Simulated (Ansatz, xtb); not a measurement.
## CH10GeSi2: which of two conformers lies lower

We compare I, `C[SiH2][GeH2][SiH3]`, a singlet, with II, `C[SiH2][GeH2][SiH3]`, a singlet. Both are isolated molecules in the gas phase, relaxed with PBE0-D3(BJ)/def2-SVP.

I (Å):

```xyz
14

C    -1.3223    0.4312   -0.7128
Ge    0.7101    0.6609    2.1395
Si    0.4228    0.9335   -0.2115
Si    0.1999   -1.5887    2.7386
H    -1.5190   -0.6177   -0.4426
H    -1.4631    0.5381   -1.7992
H    -2.0696    1.0601   -0.2056
H     0.6929    2.3545   -0.5974
H     1.4315    0.0700   -0.9037
H     2.1540    0.9931    2.5682
H    -0.2349    1.6098    2.9084
H     0.3367   -1.8209    4.2091
H    -1.2058   -1.9063    2.3351
H     1.1168   -2.5234    2.0156
```

II (Å):

```xyz
14

C    -2.2722   -1.5647    0.1488
Ge    0.8745   -0.2644    1.1563
Si   -1.3258    0.0570    0.2966
Si    2.0285    1.8120    1.3328
H    -1.7504   -2.2590   -0.5268
H    -2.3682   -2.0495    1.1320
H    -3.2833   -1.3895   -0.2499
H    -1.2082    0.7195   -1.0413
H    -2.0455    1.0030    1.2077
H     1.6711   -1.2136    0.2345
H     0.8084   -0.9305    2.5482
H     1.2786    2.7288    2.2457
H     2.1201    2.4536   -0.0149
H     3.4112    1.6250    1.8703
```

Problem. Estimate E(II) − E(I) at the level CCSD(T)/def2-SVP + ΔMP2/def2-TZVPP.

Solution. Too close to call at this level: CCSD(T)/def2-SVP + ΔMP2/def2-TZVPP gives E(II) − E(I) = +0.17 kJ/mol.

How the difference moves with the method:

| level | geometry | E(II) − E(I) (kJ/mol) | departure from the last row (kJ/mol) | job, with rough time for the two |
| --- | --- | --- | --- | --- |
| PBE0-D3(BJ)/def2-SVP | PBE0-D3(BJ)/def2-SVP | +0.90 | +0.73 | optimisation, 65 s |
| HF/def2-SVP | PBE0-D3(BJ)/def2-SVP | −0.75 | −0.93 | part of the CCSD(T) run |
| MP2/def2-SVP | PBE0-D3(BJ)/def2-SVP | +0.46 | +0.28 | part of the CCSD(T) run |
| CCSD(T)/def2-SVP | PBE0-D3(BJ)/def2-SVP | +0.41 | +0.23 | single point |
| CCSD(T)/def2-SVP + ΔMP2/def2-TZVPP | PBE0-D3(BJ)/def2-SVP | +0.17 |  | single point, 46 s |

The largest departure from CCSD(T)/def2-SVP + ΔMP2/def2-TZVPP is that of HF/def2-SVP, 0.93 kJ/mol. Levels run at GFN2-xTB geometries aren't shown. The last row adds to CCSD(T) the change of the MP2 difference between the two basis sets, here −0.23 kJ/mol.

With harmonic frequencies from PBE0-D3(BJ)/def2-SVP (ideal gas, rigid rotor, one conformer each, 298.15 K, 1 atm): on the last row, ΔE + ΔZPE = +0.14 kJ/mol. A mode under 50 cm⁻¹ makes harmonic enthalpies and free energies unreliable, so none is given.

The correlated steps freeze 20 core orbitals; the filled d shell of Ge is correlated, in a basis made for valence electrons. Codes used: Ansatz 0.2.0; the last row on 2 threads of Intel(R) Xeon(R) Platinum 8375C CPU @ 2.90GHz (Ice Lake) on a shared host.
